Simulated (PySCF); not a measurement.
Ionisation energy of Lu by level of theory

Lu [Xe] 4f14 5d1 6s2 [5d3/2^1, M_J = 3/2] → Lu⁺ [Xe] 4f14 6s2, as a difference of total energies. All numbers are calculated (PySCF 2.14, the two-component X2C-1e Hamiltonian, in x2c-TZVPPall-2c (11s11p10d2f2g, 126 functions)). Correlated levels: [Ar] 3d10 frozen; the 18 highest virtual spinors dropped. "Screened" scales the spin-orbit matrix elements by Boettger's factors to mimic the two-electron term; Breit and QED terms are absent.

**Question.** Order these methods by the ionisation energy they give, lowest first.
A. GHF (screened spin-orbit)
B. GMP2 (screened spin-orbit)
C. GMP2 (spin-free)
D. GHF (spin-free)

**Answer.** D (4.406 eV), A (4.520 eV), C (4.780 eV), B (4.960 eV).

The spin-free rows lack the spin-orbit shift.

Errors of the correlated levels include the incompleteness of this basis and the frozen core.

MP2 underrates the near-degeneracy of ns² with np² in the lower species.

For comparison: 5.426 eV (measured; NIST Atomic Spectra Database, ionization energies).
